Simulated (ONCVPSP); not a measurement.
**Configuration tests for S (Z = 16) (ONCV)**

- Element: S (Z = 16)
- Generator: ONCVPSP 4.0.1
- Type: optimised norm-conserving Vanderbilt (ONCV)
- Functional: LDA (Perdew-Wang 92)
- Relativity: scalar-relativistic
- Frozen core: [He]
- Valence charge: 14
- Reference configuration: 2s2 2p6 3s1 3p5
- Partial waves: 2s+3s: rc 0.70 bohr, ncon 4, nbas 8, qcut 22.6 1/bohr, 2 projectors; 2p+3p: rc 0.85 bohr, ncon 4, nbas 7, qcut 15.3 1/bohr, 2 projectors; d scattering state at 0.18 Ha: rc 0.90 bohr, ncon 4, nbas 7, qcut 12.4 1/bohr, 2 projectors, debl 0.3 Ha
- Local potential: polynomial inside 0.55 bohr (lpopt 3, dvloc0 3 Ha)
- Core correction: none

Energies are relative to the spin-unpolarised reference configuration 2s2 2p6 3s1 3p5; without spin polarisation the order of configurations can differ from experiment.

```tsv
valence configuration	charge	ΔE all-electron (eV)	error AE − PS (meV)
2s2 2p6 3s2 3p4	0	-10.242	+0.4
2s2 2p6 3s2 3p2	+2	23.986	+7.7
2s1 2p6 3s2 3p4	+1	216.196	-275
```

Problem. What are ΔE and the potential's error for 2s2 2p6 3s2 3p3?

Solution. ΔE = 1.616 eV all-electron; the error (AE − PS) is +2.4 meV.
